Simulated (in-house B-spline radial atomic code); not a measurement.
Computed with a B-spline radial atomic code. Model: two electrons, singlet ground state, non-relativistic, full CI in B-splines with partial waves to l = 8 (at full coupling up to 3e-4 hartree above the limit, correlation up to 0.6 % small), density held at that of full coupling by Lieb maximisation.

W(λ) is the mean repulsion in the state of coupling λ less the Hartree energy of the fixed density. Its start is exact exchange, its initial slope is twice the second-order Görling-Levy correlation energy, and its area from 0 to 1 is E_xc. A straight curve means weak, dynamic correlation, and a curve that drops fast and flattens means strong correlation.

Command:
```bash
python run_ac.py task.json out
```
Settings (lengths in bohr, energies in hartree):
```
potential              gauss
strength               29.5
lmax                   8
second                 2.73
```

Run time, properties included: 8.8 s on 1 thread of Intel(R) Xeon(R) Processor @ 2.30GHz (shared host).

**W = mean repulsion less Hartree energy, and W of three functionals.**

Given: confinement Gaussian well; well depth 29.5 hartree; well width 2.73 bohr; external potential -V exp(-r^2/w^2).

Computed: PBE exchange minus exact 52.955 millihartree; SCAN exchange minus exact 4.3273 millihartree.

| coupling | W xc (hartree) | W xc minus exchange (millihartree) | kinetic minus Kohn-Sham (millihartree) | LDA (PW92) W minus its exchange (millihartree) | PBE W minus its exchange (millihartree) | SCAN W minus its exchange (millihartree) |
| --- | --- | --- | --- | --- | --- | --- |
| 0 | -1.2444 | 0 | 0 | 0 | 0 | 0 |
| 0.02 | -1.2464 | -1.977 | 0.02 | -12.5 | -3.23 | -1.9 |
| 0.05 | -1.2493 | -4.913 | 0.12 | -25.78 | -7.91 | -4.69 |
| 0.12 | ? | ? | ? | ? | ? | ? |
| 0.25 | -1.268 | -23.665 | 2.91 | -83.65 | -35.75 | -22.21 |
| 0.4 | -1.2812 | -36.839 | 7.18 | -114.57 | -53.94 | -34.38 |
| 0.6 | ? | ? | ? | ? | ? | ? |
| 0.8 | -1.313 | -68.643 | 26.11 | -176.68 | -95.18 | -63.72 |
| 1 | -1.3273 | -82.926 | 38.95 | -201.32 | -112.92 | -76.96 |
| 1.4 | -1.3531 | -108.72 | 69.78 | -242.86 | -144.26 | -101.12 |
| 2 | -1.386 | -141.59 | 125.35 | -292.32 | -183.53 | -132.56 |
| 3 | -1.4291 | -184.71 | 232.12 | -354.2 | -235.04 | -175.32 |
| 4.5 | -1.4756 | -231.23 | 404.43 | -419.96 | -292.05 | -223.84 |
| 7 | -1.526 | -281.6 | 688.93 | -492.79 | -357.2 | -279.33 |
| 10 | -1.5638 | -319.42 | 1006.2 | -550.14 | -409.62 | -322.42 |

Question: What belongs in the row 0.12?

Answer: W xc (hartree): -1.256; W xc minus exchange (millihartree): -11.638; kinetic minus Kohn-Sham (millihartree): 0.69; LDA (PW92) W minus its exchange (millihartree): -49.75; PBE W minus its exchange (millihartree): -18.25; SCAN W minus its exchange (millihartree): -11.02.

Question: What belongs in the row 0.6?

Answer: W xc (hartree): -1.2977; W xc minus exchange (millihartree): -53.314; kinetic minus Kohn-Sham (millihartree): 15.4; LDA (PW92) W minus its exchange (millihartree): -148.33; PBE W minus its exchange (millihartree): -75.67; SCAN W minus its exchange (millihartree): -49.57.

Question: What is the LDA exchange minus exact?

Answer: 180.67 millihartree.

**Energy parts, natural occupations and partial-wave weights.**

Computed: total energy -49.5855 hartree; exchange energy -1.2444 hartree; correlation energy -0.043974 hartree; initial slope twice GL2 -0.099205 hartree; kinetic part over minus potential part 0.46972; Kohn-Sham kinetic 3.6485 hartree; Lieb Oxford ratio E_xc over LDA exchange 1.2112.

| natural | occupation of the shell (electrons) |
| --- | --- |
| s | 1.9886 |
| p | 0.010191 |
| s | 0.00061033 |
| d | 0.00040444 |
| p | ? |
| f | 5.1705e-05 |

Question: What belongs in the row p?

Answer: occupation of the shell (electrons): 8.8315e-05.

| wave | weight |
| --- | --- |
| s | 0.99461 |
| p | ? |
| d | 0.00021192 |
| f | 2.858e-05 |
| g | 6.4737e-06 |

Question: What belongs in the row p?

Answer: weight: 0.0051425.

Question: What is the kinetic part of the DFT correlation energy?

Answer: 0.038952 hartree.

Question: What is the Hartree energy?

Answer: 2.4888 hartree.

Half-way to full coupling W has made 54 % of its drop, against 50 % for a straight line, and second-order (GL2) theory, half the initial slope, overshoots the correlation energy by about 13 %: a moderate bend, as in light atoms. Over couplings 0 to 1 the errors in E_xc come to about +101 millihartree for LDA, +35 millihartree for PBE, +7.4 millihartree for SCAN, so SCAN is nearest. In LDA and PBE the errors of exchange and correlation have opposite signs, so the sum is smaller than the larger of the two.
